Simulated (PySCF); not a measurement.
**Ionisation energy of C⁺ by level of theory**

C⁺ [He] 2s2 2p1 (2P) → C²⁺ [He] 2s2 (1S), as a difference of total energies. All numbers are calculated (PySCF 2.14, the spin-free X2C one-electron Hamiltonian (Gaussian nucleus), in cc-pVTZ-DK (4s3p2d1f, 30 functions)). Correlated levels: valence: 1s2 frozen. The calculations carry no spin-orbit coupling.

Order these methods by the ionisation energy they give, lowest first.
A. CCSD (valence)
B. SCS-MP2 (valence)
C. MP2 (valence)
D. CCSD(T) (valence)

A (24.188 eV), D (24.219 eV), B (24.313 eV), C (24.352 eV).

Errors of the correlated levels include the incompleteness of this basis and the frozen core.

The coupled-cluster amplitudes are large for C²⁺ (T1 above 0.03 or a double amplitude above 0.15), so a single reference is strained.

For comparison: 24.378 eV (measured; NIST levels, between the centres of gravity of the two terms).
